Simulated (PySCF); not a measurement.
## Polarisability and C₆ of Tl (thallium, neutral)

[Xe] 4f14 5d10 6s2 6p1, 2P determinant. All numbers are calculated (PySCF 2.14, scalar relativity through the core potential, in aug-cc-pwCVTZ-PP with ECP60MDF (8s7p6d4f1g, 96 functions)). Coupled (time-dependent) response in atomic units; α is the mean over directions.

```tsv
method	mean α (bohr³)	α xx, yy, zz	C₆ (like pair)	S(−4)
HSE06	79.32	55.97, 126.0, 55.97	831.1	4879
```

S(−4) is the Cauchy moment in α(ω) = α(0) + S(−4) ω² + …

Reference α: 50 ± 2 bohr³ (recommended; Schwerdtfeger and Nagle, table of static dipole polarizabilities (2023 update)). Published C₆: 509.0 (Gould and Bucko (2016)).

Spin-orbit coupling is absent.

α(iu) at HSE06:

```csv
u (hartree),α(iu) (bohr³)
0,79.32
0.0500,69.48
0.100,53.63
0.200,33.26
0.300,23.10
0.500,13.70
0.750,8.811
1.00,6.387
1.50,3.972
2.00,2.759
3.00,1.564
5.00,0.6935
```

A single London oscillator, α(iu) = α/(1 + u²/ω²), gives C₆ = (3/4) ω α². Matching the computed C₆ needs ω = 4 × 831.1 / (3 × 79.32²) = 0.176 hartree.

The components differ because the open shell of this determinant is not spherical; for a pure term their mean is the scalar polarisability.

Energies and moments cover only the electrons outside the core potential. Spin-orbit coupling, absent here, splits the open shell strongly.
